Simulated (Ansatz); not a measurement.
Single points on the cluster Li4F4.

```yaml
crystal:
  periodic: [false, false, false]
  atoms:
    - {symbol: Li, position_ang: [-1.847167, 1.037125, -0.341944]}
    - {symbol: Li, position_ang: [-0.901846, -1.069010, 1.630706]}
    - {symbol: Li, position_ang: [0.903071, 1.072149, -1.627964]}
    - {symbol: Li, position_ang: [1.845685, -1.040325, 0.339100]}
    - {symbol: F, position_ang: [-2.040755, -0.024494, 0.954487]}
    - {symbol: F, position_ang: [0.702122, -1.563783, 1.463226]}
    - {symbol: F, position_ang: [2.039602, 0.021146, -0.957519]}
    - {symbol: F, position_ang: [-0.700712, 1.567201, -1.460081]}
basis:
  gaussian: {orbitals: def2-TZVP, initial_orbitals: start.molden}
magnetization: {spin_polarized: true, initial_magnetization: 2}
hamiltonian: {xc: r2scan, dispersion: d4}
scf: {omitted_lower_state_checks: [starts]}
output: {orbitals: {seedname: orbitals}}
```

The file start.molden holds the orbitals of an earlier run on this structure, at another level or in another basis.

```sh
$ ansatz run in.yaml --threads 4 --pin off --events-out ev --progress --plain --max-ram 3916MiB
```

Shortened log:

```
Functional definition: r2SCAN
1140 factors; their error is unknown
mean field evaluation 1: about -11691.8203 eV, gradient 4.2e0 eV
mean field evaluation 2: about -11691.8540 eV, gradient 5.3e-2 eV
mean field evaluation 4: about -11691.8555 eV, gradient 6.5e-4 eV
mean field evaluation 8: about -11691.8555 eV, gradient 2.4e-5 eV
mean field evaluation 16: about -11691.8555 eV, gradient 5.2e-6 eV
mean field -11691.85550261 eV, -429.6677646967 hartree, gradient 5.5e-6 eV, S^2 2.002687; 0 other end points of the search recorded, 0 dependent functions left out
reference -11691.85554313 eV, -429.6677661856 hartree; 25, 23 occupied and 155, 157 virtual orbitals, 1140 factors
Total energy: -11691.88195464 eV, -429.6687367907 hartree
Checks for a lower state left out: starts
```

Hardware: 4 threads of Arm Neoverse V2 on a shared host. Wall time 15 s.

First input, but with `hamiltonian: {xc: pbe, dispersion: d4}` (abridged; 6 s):

```
Functional definition: PBE
mean field -11684.59155729 eV, -429.4008196299 hartree, gradient 3.4e-6 eV, S^2 2.001286
Total energy: -11684.68946500 eV, -429.4044176718 hartree
Checks for a lower state left out: starts
```

The first input with `gaussian: {orbitals: def2-TZVP}`, `hamiltonian: {xc: pbe0, dispersion: d4}` (abridged; 11 s):

```
Functional definition: PBE0
mean field evaluation 16: about -11683.7006 eV, gradient 1.0e-2 eV
mean field evaluation 32: about -11683.7006 eV, gradient 6.0e-5 eV
mean field -11683.70060226 eV, -429.3680776363 hartree, gradient 2.5e-6 eV, S^2 2.006096
Total energy: -11683.78643832 eV, -429.3712320535 hartree
Checks for a lower state left out: starts
```

Geometry: PBE-D4/def2-SVP, that of the neutral singlet.

At r2SCAN-D4/def2-TZVP, PBE-D4/def2-TZVP the gap within one spin of the charge 0 triplet nearly closes, so an electron or hole may be smeared out by delocalisation error. At PBE0-D4/def2-TZVP a singlet of charge 0 lies 8.08 eV below the triplet at the same geometry. The structure comes from a short search, and lower isomers may exist.
